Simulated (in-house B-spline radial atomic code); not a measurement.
Configurations of Zr II (Zr+), with energies counted from [Kr] 4d2 5s1. All numbers are computed (scalar-relativistic (X2C) CAM-B3LYP, spin-polarised, spherical fractional occupations; Fermi nucleus of rms radius 4.2694 fm) with a B-spline radial code for spherical atoms, not measured. Shells without spins written out take the highest spin.

Caution: exact exchange at fractional occupations of open shells leaves self-interaction of up to several eV.

Occupations are held fixed; configurations that lie above the ionisation limit could autoionise.

```
                                                   configuration  E - E(ref) (eV)  highest orbital  its <r> (bohr)
                                                        [Kr] 4d3          0.15279            4d up           2.279
                          [Kr] 4d(1 up, 1 down) 5s(0 up, 1 down)            1.788            4d up            2.22
                                                [Kr] 4d1 5s1 6s1           8.0685            6s up           7.065
                                                [Kr] 4d1 5s1 6p1           9.8399            6p up           8.774
                                                [Kr] 4d1 5s1 6d1           11.425            6d up           12.74
                                                    [Kr] 4d2 6f1           11.922            6f up           23.97
[Ar] 3d10 4s2 4p(3 up, 2 down) 4d(2 up, 1 down) 5s(1 up, 0 down)           34.448          4d down           2.177
                                    [Ar] 3d9 4s2 4p6 4d2 5s1 6f1           201.34            6f up            23.1
```

(1) Order these further configurations by energy, lowest first.
A. [Kr] 4d1 5s2
B. [Kr] 4d(0 up, 1 down) 4f(1 up, 0 down) 5s(0 up, 1 down)
C. [Ar] 3d(5 up, 4 down) 4s2 4p6 4d(2 up, 0 down) 5s(1 up, 0 down) 6s(0 up, 1 down)
D. [Ar] 3d9 4s2 4p6 4d2 5s1 6d1
E. [Kr] 4d2 6d1

(2) How far above the reference does [Kr] 4d(0 up, 2 down) 5s(1 up, 0 down) lie?

(3) How far above the reference does [Kr] 4d2 5f1 lie?

(4) How far above the reference does [Kr] 4d(0 up, 1 down) 5s(0 up, 1 down) 6f(0 up, 1 down) lie?

Answers

(1) A (0.24535 eV), E (10.728 eV), B (11.183 eV), C (196.69 eV), D (200.02 eV).

(2) 0.45258 eV; its least bound orbital is 4d down with <r> = 2.161 bohr.

(3) 11.373 eV; its least bound orbital is 5f up with <r> = 16.03 bohr.

(4) 12.676 eV; its least bound orbital is 6f down with <r> = 23.19 bohr.
